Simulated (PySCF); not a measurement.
Mapped SMILES: `[CH3:1][O:2][BH:3][PH2:4]` (H(Xn): hydrogen on atom n).

Geometry: PBE0-D3(BJ)/def2-SVP; GIAO shifts from PySCF, gas phase, non-relativistic, averaged over equivalent atoms.

At BLYP/pcSseg-2 (235 basis functions, 27 s wall time on 1 thread of an Arm Neoverse V1, shared host):
| atoms | δ (ppm) |
| --- | --- |
| C1 | 60.7 |
| O2 | 219.6 |
| B3 | 58.0 |
| P4 | -230.4 |
| H(B3) | 6.29 |
| H(C1) | 3.92 |
| H(P4) | 2.34 |

Scale: TMS for $^{13}$C (σ = 175.01 ppm), $^{1}$H (σ = 31.38 ppm); H2O for $^{17}$O (σ = 325.17 ppm); $^{11}$B (σ = 91.12 ppm) vs BF3·OEt2; $^{31}$P (σ = 271.26 ppm) against H3PO4 (reference shieldings calculated alike).

Predict the values at LDA/pcSseg-2 on the same geometry.

Answers


| atoms | δ at LDA/pcSseg-2 | change |
| --- | --- | --- |
| C1 | 61.4 | +0.7 |
| O2 | 232.6 | +13.0 |
| B3 | 60.8 | +2.8 |
| P4 | -255.9 | -25.5 |
| H(B3) | 6.59 | +0.30 |
| H(C1) | 3.97 | +0.05 |
| H(P4) | 2.61 | +0.27 |

δ = σ(ref) − σ, references computed at the same level: TMS for $^{13}$C (σ = 180.28 ppm), $^{1}$H (σ = 30.77 ppm); $^{17}$O (σ = 334.37 ppm) vs H2O; $^{11}$B (σ = 90.97 ppm) vs BF3·OEt2; H3PO4 for $^{31}$P (σ = 259.12 ppm).

The largest change is at P4 (phosphorus bonded to B, 2 H). Cost: 235 basis functions, 22 s wall time on 1 thread of an Arm Neoverse V1, shared host.

Experimental scales use liquid or dissolved standards, which lie at an offset from isolated H2O (liquid H2O: subtract about 36 ppm) and H3PO4.
